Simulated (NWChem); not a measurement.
Program: NWChem. System: ClGe, charge 0, spin multiplicity 2, at a geometry optimised with UB3LYP/def2-SVP. The structure started from a generated list of species. Its SCF solution wasn't tested for a lower state. Level: UMP2/def2-QZVP, 14 core orbitals frozen.

NWChem printed:

```
             Northwest Computational Chemistry Package (NWChem) 7.3.0
             --------------------------------------------------------

                                NWChem Input Module
                                -------------------

 Scaling coordinates for geometry "geometry" by  1.889725989
 (inverse scale =  0.529177249)

 Turning off AUTOSYM since
 SYMMETRY directive was detected!

                             Geometry "geometry" -> ""
                             -------------------------

 Output coordinates in angstroms (scale by  1.889725989 to convert to a.u.)

  No.       Tag          Charge          X              Y              Z
 ---- ---------------- ---------- -------------- -------------- --------------
    1 Ge                  32.0000     0.00000000     0.00000000     0.76484400
    2 Cl                  17.0000     0.00000000     0.00000000    -1.43970600

 Effective nuclear repulsion energy (a.u.)     130.5810362459

            Nuclear Dipole moment (a.u.)
            ----------------------------
        X                 Y               Z
 ---------------- ---------------- ----------------
     0.0000000000     0.0000000000     0.0000113384

      Symmetry information
      --------------------

 Group name             C2v
 Group number             16
 Group order               4
 No. of unique centers     2

      Symmetry unique atoms

     1    2


 Summary of "ao basis" -> "" (spherical)
 ------------------------------------------------------------------------------
       Tag                 Description            Shells   Functions and Types
 ---------------- ------------------------------  ------  ---------------------
 *                         def2-qzvp                  on all atoms

 Summary of "ao basis" -> "ao basis" (spherical)
 ------------------------------------------------------------------------------
       Tag                 Description            Shells   Functions and Types
 ---------------- ------------------------------  ------  ---------------------
 Ge                        def2-qzvp                25       75   11s7p4d2f1g
 Cl                        def2-qzvp                22       70   9s6p4d2f1g

                                 NWChem SCF Module
                                 -----------------

  ao basis        = "ao basis"
  functions       =   145
  atoms           =     2
  alpha electrons =    25
  beta  electrons =    24
  charge          =   0.00
[...]
     2   0 2 0    -24.084434    -14.977958     -9.106476      0.000000
     2   0 1 1     -0.000000     -0.000000      0.000000      0.000000
     2   0 0 2    -23.932449   -110.292569   -106.321549    192.681668

                   NWChem MP2 Semi-direct Energy/Gradient Module
                   ---------------------------------------------

  Basis functions       =    145
  Molecular orbitals    =    145
  Frozen core           =     14
  Frozen virtuals       =      0
  Active alpha occupied =     11
  Active beta occupied  =     10
  Active alpha virtual  =    120
  Active beta virtual   =    121
  Use MO symmetry       = T
  Use skeleton AO sym   = T

  AO/Fock/Back tols     =   1.0D-09  1.0D-09  1.0D-09

 GA uses MA = F    GA memory limited = T

 Available:
  local mem=  1.26D+08
 global mem=  1.44D+08
 local disk=  0.00D+00
  mp2_memr nvloc                   120
  nvloc new                   120
   1 passes of  11:        7340032                     151949                  46334204.
   1 passes of  11: M    126142355           G      144137150           F     118802323.

 Semi-direct pass number   1 of   1  for UHF alpha       at       12.1s
  vrange nnbf                 10316
  mp2_eaftype                   176  avail_ma_in_mb                  1099
 EAF : mp2_eaftype filesize         176   23167102.
  mp2_eaf for mointskh                    176
Node 0 wrote    108.9 Mb in      0.0 s     Agg I/O rate:  2644.0 Mb/s
 Done moints_semi at       36.4s
  mp2_eaftype                   176  avail_ma_in_mb                   923
 EAF : mp2_eaftype filesize         176   23167102.
  mp2_eaf for kh                   176
 Done maket at       36.9s
 Done multipass loop at       36.9s

 GA uses MA = F    GA memory limited = T

 Available:
  local mem=  1.26D+08
 global mem=  1.44D+08
 local disk=  0.00D+00
  mp2_memr nvloc                   121
  nvloc new                   121
   1 passes of  10:        7340032                     142861                  42476020.
   1 passes of  10: M    126142355           G      144137150           F     118802323.

 Semi-direct pass number   1 of   1  for UHF beta        at       37.1s
  vrange nnbf                 10316
  mp2_eaftype                   162  avail_ma_in_mb                  1099
 EAF : mp2_eaftype filesize         162   21238010.
  mp2_eaf for mointskh                    162
Node 0 wrote     99.9 Mb in      0.0 s     Agg I/O rate:  2969.5 Mb/s
 Done moints_semi at       61.0s
  mp2_eaftype                   162  avail_ma_in_mb                   937
 EAF : mp2_eaftype filesize         162   21238010.
  mp2_eaf for kh                   162
 Done maket at       61.4s
 Done multipass loop at       61.4s

          -------------------------------------------
          SCF energy               -2534.953281105518
          Correlation energy          -0.464399286607
          Singlet pairs                0.000000000000
          Triplet pairs                0.000000000000
          Total MP2 energy         -2535.417680392125
          -------------------------------------------

          ---------------------------------------------------
                    Spin Component Scaled (SCS) MP2
          Same spin pairs                     -0.131590788372
          Same spin scaling factor             0.333333333333
          Opposite spin pairs                 -0.332808498235
          Opposite spin scaling fact.          1.200000000000
          SCS-MP2 correlation energy          -0.443233794006
          Total SCS-MP2 energy             -2535.396514899524
          ---------------------------------------------------

 -----------------------
 Performance information
 -----------------------

 Timer overhead =  1.24D-07 seconds/call

               Nr. of calls         CPU time (s)                 Wall time (s)                GFlops
             ---------------    -------------------     ------------------------------   -------------------
Name         Min   Avg   Max    Min     Avg     Max     Min     Avg     Max   Mx/calls   Min     Max     Sum
mp2: moin     2     2     2    48.     48.     48.      48.     48.     48.     24.      0.0     0.0     0.0
mp2: make     2     2     2   0.94    0.94    0.94     0.94    0.94    0.94    0.47      0.0     0.0     0.0
mp2: tota     1     1     1    50.     50.     50.      50.     50.     50.     50.      0.0     0.0     0.0

 The average no. of pstat calls per process was 5.00D+00
 with a timing overhead of 6.18D-07s

 Task  times  cpu:       61.4s     wall:       61.4s

 Total times  cpu:       61.4s     wall:       61.4s
```

Write an NWChem input that would produce this output.

This is not unique; one that fits is 
```
start mol
memory heap 200 mb stack 900 mb global 1100 mb
geometry units angstroms nocenter noautoz
  Ge     0.000000     0.000000     0.764844
  Cl     0.000000     0.000000    -1.439706
  symmetry group C2v
end
basis spherical
  * library def2-qzvp
end
scf
  uhf
  nopen 1
  maxiter 100
  thresh 1e-7
  semidirect memsize 60000000 filesize 0
  # guess.movecs holds the orbitals of an unrestricted PBE0 run
  vectors input guess.movecs output mol.movecs
end
mp2
  freeze core 14
end
task mp2 energy
```
